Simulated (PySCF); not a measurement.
CH3Cl2NSi2, SMILES Cl[Si]1(Cl)[SiH2]C=N1. Atoms are numbered in the order given.

```xyz
9

Cl     1.4261    -0.1192     1.6782
Si     0.2299     0.0200     0.0000
Cl     1.4261    -0.1192    -1.6782
N     -0.7369     1.5349     0.0000
C     -1.9423     1.0729     0.0000
Si    -1.9351    -0.8676     0.0000
H     -2.7985     1.7749     0.0000
H     -2.5013    -1.5188    -1.2175
H     -2.5013    -1.5188     1.2175
```

Geometry: B3LYP-D3(BJ)/def2-SVP. This is a generated structure with no PubChem entry under its InChIKey; it may be hypothetical.

Calculation: B3LYP/pcSseg-1 in PySCF.

GIAO shieldings, no solvent; atoms alike by connectivity are averaged. δ = σ(ref) − σ: ³⁵Cl against HCl (σ = 933.3 ppm); ²⁹Si against TMS (σ = 338.7 ppm); ¹⁵N against NH3 (σ = 265.5 ppm); ¹³C against TMS (σ = 181.3 ppm); ¹H against TMS (σ = 31.68 ppm), references at their B3LYP-D3(BJ)/def2-TZVP geometries, non-relativistic (without spin–orbit terms, shifts of atoms bonded to Cl or Br come out too high).

```
nucleus     atoms  count  δ (ppm)
-------  --------  -----  -------
³⁵Cl     Cl1, Cl3      2    139.0
²⁹Si          Si2      1     34.2
²⁹Si          Si6      1      4.6
¹⁵N            N4      1    585.7
¹³C            C5      1    219.6
¹H             H7      1    10.64
¹H         H8, H9      2     5.73
```
